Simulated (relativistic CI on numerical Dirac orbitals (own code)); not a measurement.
# Ni2+ in a cubic cluster: 2p photoemission with charge transfer

Computed with a charge-transfer multiplet model of a cubic metal-ligand cluster with up to 2 ligand holes, Slater and spin-orbit integrals from Dirac-Coulomb-Breit ions, Slater integrals scaled by 0.8. The ground state mixes d8 with configurations of k ligand holes L, whose averages lie at kΔ + k(k − 1)U_dd/2; a core hole lowers each added d electron by U_cd. 300 K, Lorentzian 0.6 eV and Gaussian 0.8 eV FWHM.

Atomic integrals in eV (Slater integrals scaled, ζ unscaled), ground: F2dd 9.736, F4dd 6.042, zeta_d 0.080; with the core hole: F2dd 11.178, F4dd 6.982, zeta_d 0.114, zeta_core 11.406, F2cd 6.704, G1cd 5.115, G3cd 2.909.

Cluster parameters (eV): Δ = 4.1, U_dd = 6.3, U_cd = 7.7, 10Dq = 1.15, 10Dq(ligand) = 1.5, final-state hopping factor = 1.

```csv
Case,n_d,d8,d9L,d10L2,S
"V(eg) = 2 eV, V(t2g) = -1.05 eV",8.19,0.81,0.18,0.01,1.00
"V(eg) = 2.3 eV, V(t2g) = -1.21 eV",8.23,0.78,0.21,0.01,1.00
"V(eg) = 2.6 eV, V(t2g) = -1.36 eV",8.27,0.75,0.24,0.01,1.00
"V(eg) = 2.9 eV, V(t2g) = -1.52 eV",8.30,0.72,0.27,0.01,1.00
"V(eg) = 3.2 eV, V(t2g) = -1.68 eV",8.33,0.69,0.29,0.02,1.00
```

Weights, n_d and S are thermal averages at 300 K. Binding energies count from the first peak over 30 % of the highest in each spectrum, which can be another peak from case to case. The parameters are a model scan and need not match a compound or its usual spin state. Peaks in eV (height, largest 100):
- V(eg) = 2 eV, V(t2g) = -1.05 eV: 0.0 (100), 5.5 (52), 8.8 (11), 10.6 (8), 17.5 (47), 23.0 (32), 26.1 (9)
- V(eg) = 2.3 eV, V(t2g) = -1.21 eV: 0.0 (100), 6.1 (44), 10.1 (8), 11.7 (6), 17.6 (48), 23.7 (27), 27.3 (6)
- V(eg) = 2.6 eV, V(t2g) = -1.36 eV: 0.0 (100), 6.8 (38), 11.3 (6), 12.7 (5), 17.6 (49), 24.3 (24)
- V(eg) = 2.9 eV, V(t2g) = -1.52 eV: 0.0 (100), 7.3 (34), 17.5 (49), 24.8 (21)
- V(eg) = 3.2 eV, V(t2g) = -1.68 eV: 0.0 (100), 7.9 (30), 17.5 (49), 25.4 (18)

For the case V(eg) = 2.9 eV, V(t2g) = -1.52 eV, Δ = 4.1 eV is smaller than U_dd = 6.3 eV, the charge-transfer side of the Zaanen-Sawatzky-Allen scheme. With the core hole the average of the configuration with one ligand hole lies at Δ − U_cd = -3.6 eV before mixing: the effective hopping of about 3.8 eV (from the holes of the mixed ground state) is comparable with this gap or larger, so the configurations mix strongly.
